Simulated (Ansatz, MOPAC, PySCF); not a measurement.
Potential energy curve for SMILES [BeH2] (H2Be). The Be1–H3 bond (Be1 also carries H; H3 carries nothing else) is stretched with both fragments frozen at the PBE0/def2-TZVP optimised geometry.

- RKS-B3LYP/6-31G* = PySCF with restricted B3LYP/6-31G*, spherical d
- AM1, restricted, heats of formation (MOPAC)
- UKS-B3LYP/LANL2DZ = unrestricted B3LYP/LANL2DZ (PySCF)
- FCI = full CI/aug-cc-pVDZ, frozen core in Ansatz (a first-principles code)

Energies relative to the lowest point of each curve near equilibrium, in kJ/mol; the last columns give the difference from FCI:

```csv
R / Å,RKS-B3LYP/6-31G*,AM1,UKS-B3LYP/LANL2DZ,FCI,RKS-B3LYP/6-31G* − FCI,AM1 − FCI,UKS-B3LYP/LANL2DZ − FCI
0.99,148.8,97.8,146.5,154.0,-5.2,-56.1,-7.5
1.08,69.3,56.7,68.2,72.7,-3.4,-16.0,-4.5
1.13,41.0,39.3,40.4,43.7,-2.7,-4.4,-3.4
1.21,13.1,18.7,12.9,14.8,-1.7,4.0,-1.8
1.27,3.0,8.6,3.0,3.9,-0.9,4.7,-0.9
1.33,0.0,2.5,0.0,0.1,-0.1,2.4,-0.1
1.34,0.1,1.8,0.1,0.0,0.1,1.8,0.1
1.39,2.5,0.0,2.4,1.7,0.8,-1.7,0.7
1.43,6.6,0.2,6.4,5.2,1.4,-5.0,1.2
1.47,12.2,1.7,11.9,10.3,2.0,-8.5,1.6
1.56,29.5,9.6,28.8,26.2,3.3,-16.6,2.6
1.66,53.8,24.4,52.8,49.0,4.8,-24.6,3.8
1.82,98.9,58.2,97.4,91.4,7.5,-33.1,6.1
1.98,146.6,100.8,144.9,135.8,10.8,-35.1,9.1
2.22,216.8,173.2,215.0,199.3,17.5,-26.1,15.7
2.40,265.8,229.9,263.9,241.4,24.4,-11.5,22.5
2.67,331.2,312.7,324.7,293.2,38.0,19.5,31.5
2.96,390.2,394.0,363.5,333.4,56.8,60.6,30.1
3.27,441.1,469.0,386.1,360.7,80.5,108.3,25.4
3.67,491.5,547.0,400.4,379.0,112.5,168.0,21.4
4.04,525.8,602.4,406.4,386.3,139.4,216.0,20.0
4.72,566.0,672.1,410.4,390.7,175.3,281.4,19.8
```

RKS-B3LYP/6-31G* is furthest from FCI at 4.72 (175.3 kJ/mol, above); its mean absolute difference over the points is 31.3 kJ/mol.

AM1 is furthest from FCI at 4.72 (281.4 kJ/mol, above); its mean absolute difference over the points is 50.2 kJ/mol.

UKS-B3LYP/LANL2DZ is furthest from FCI at 2.67 (31.5 kJ/mol, above); its mean absolute difference over the points is 10.4 kJ/mol.

The restricted form behind RKS-B3LYP/6-31G*, AM1 keeps the bonding electrons paired and can't separate into open-shell fragments. The unrestricted determinant behind UKS-B3LYP/LANL2DZ is spin-contaminated at 2.67 to 4.72 Å (<S²> up to 1.0, against 0.00 for a pure singlet).
